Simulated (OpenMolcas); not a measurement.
# AsF3 (arsenic trifluoride): name the method

AsF3 has 4 atoms, charge 0, and is taken as a singlet. As SMILES, `F[As](F)F`. The shape comes from GFN2-xTB, which is rough for such elements, and wasn't checked as a minimum.

```jsonl
{"atom": "F", "x (Å)": "-0.4225", "y (Å)": "0.4008", "z (Å)": "1.3367"}
{"atom": "As", "x (Å)": "-0.4932", "y (Å)": "-0.4882", "z (Å)": "-0.1342"}
{"atom": "F", "x (Å)": "1.1915", "y (Å)": "-0.8333", "z (Å)": "-0.1068"}
{"atom": "F", "x (Å)": "-0.2758", "y (Å)": "0.9208", "z (Å)": "-1.0957"}
```

A calculation with OpenMolcas 26.06 gave:

```json
{"total energy": "-2531.8238 Eh", "dipole moment": "2.84 D", "HOMO energy": "-8.11 eV", "LUMO energy": "-1.63 eV", "HOMO–LUMO gap": "6.49 eV"}
```

Question: Which of these levels gave the numbers?
A. BPBE/pcseg-2
B. BPBE/aug-pcseg-1
C. BPBE/pcseg-0
D. BPBE/pcseg-1

Answer: C. The others give -2535.6207 Eh (BPBE/pcseg-2), -2535.1110 Eh (BPBE/pcseg-1), -2535.1348 Eh (BPBE/aug-pcseg-1).
